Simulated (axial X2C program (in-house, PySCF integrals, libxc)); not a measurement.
The numbers below are computed, except where a source is named.
## TaCl⁺: input and output of an EOM-EA-CCSD run

Program: an in-house all-electron X2C program for linear molecules (integrals from PySCF).

Input and command:
```json
{"zs": [73, 17], "q": 1, "bas": ["dyall-acv3z", "dyall-av3z"], "r0": 2.45, "eom": "ea", "thr": -2.0, "nmax": 92, "grid": [1, 0.96, 1.045, 0.92, 1.09, 1.15]}
```
```bash
python soeom.py task.json out
```

Keys: zs atomic numbers; q charge; bas basis sets; r0 starting distance in Å; eom kind of EOM run; thr threshold in hartree for freezing inner shells (an s shell follows its p shell); nmax most natural virtual spinors; grid distances as factors.

Output at R = 2.198 Å (near the PBE0 minimum at charge 1 of the determinant lowest at the starting distance; the state shown can have its own minimum elsewhere), reference TaCl²⁺:

```
two-component X2C + atomic mean field  HF
basis functions 256  fitting functions 1265  grid points 5080
iter        total energy     max residual
   1     -16058.528485495     5.38e-01
   2     -16058.580370708     2.44e-02
   3     -16058.581781278     2.61e-02
   4     -16058.584316342     1.66e-03
   5     -16058.584411985     7.22e-04
   6     -16058.584444928     3.23e-04
   7     -16058.584460036     2.60e-04
   8     -16058.584470656     2.20e-04
   9     -16058.584480269     1.74e-04
  10     -16058.584488533     1.28e-04
  11     -16058.584496324     4.22e-05
  12     -16058.584497337     5.07e-06
  13     -16058.584497350     2.30e-06
  14     -16058.584497352     9.10e-07
converged
one-electron -22585.64112276  Coulomb 6584.63119158  exact exchange -342.92748657  xc functional 0.00000000  nuclear repulsion 298.77566822  atomic mean-field constant -13.42274783
correlated 18  virtual 334  natural virtual 84  E(MP2) -0.493142306  MP2 remainder -0.116126142
iter   CCSD correlation   residual
   1     -0.378357814   1.90e-01
   2     -0.388929611   1.25e-01
   3     -0.395888332   5.83e-02
   4     -0.396701598   2.97e-02
   5     -0.397104997   1.61e-02
   6     -0.397355974   8.17e-03
   7     -0.397396229   4.13e-03
   8     -0.397452898   2.23e-03
   9     -0.397441911   1.34e-03
  10     -0.397453105   8.90e-04
  11     -0.397442765   6.25e-04
  12     -0.397446110   4.75e-04
  13     -0.397444460   3.36e-04
  14     -0.397443154   2.27e-04
  15     -0.397445100   1.58e-04
  16     -0.397444626   1.12e-04
  17     -0.397444269   7.65e-05
  18     -0.397444228   5.42e-05
  19     -0.397443071   3.68e-05
  20     -0.397443439   2.42e-05
  21     -0.397443231   1.62e-05
  22     -0.397443285   1.08e-05
  23     -0.397443384   7.14e-06
  24     -0.397443408   4.54e-06
  25     -0.397443400   2.93e-06
(T) -0.019932314  T1 0.0361  D1 0.0729  max T2 0.125
EOM-EA-CCSD roots
2*Omega      energy/Eh   energy/eV  one-particle weight
    1      -0.52093365    -14.1753      0.920
    1      -0.48678293    -13.2460      0.924
    1      -0.44480147    -12.1037      0.932
    1      -0.41289846    -11.2355      0.010
    1      -0.40921829    -11.1354      0.006
    3      -0.46488601    -12.6502      0.894
    3      -0.44101583    -12.0007      0.014
    3      -0.43791487    -11.9163      0.000
    3      -0.43379557    -11.8042      0.008
    5      -0.45520732    -12.3868      0.927
    5      -0.40830967    -11.1107      0.004
    7      -0.39571164    -10.7679      0.000
```
T1 in the output is the amplitude norm over the root of the electron number; divide by √2 for the Lee–Taylor value.

Reference electrons by ω block (each with its −ω partner): 1/2: 26, 3/2: 13, 5/2: 4, 7/2: 1. Root energies count from the CCSD energy of the reference. The reference has large amplitudes (orbital relaxation or multireference character). Roots of positive energy are unbound. The reference need not be the lowest state of its species. All roots sought are printed; those with a small one-particle weight need a further excitation, are placed far too high, and may in truth lie low or lowest. Inner shells are frozen, and levels at this size can be off by some tenths of an eV.
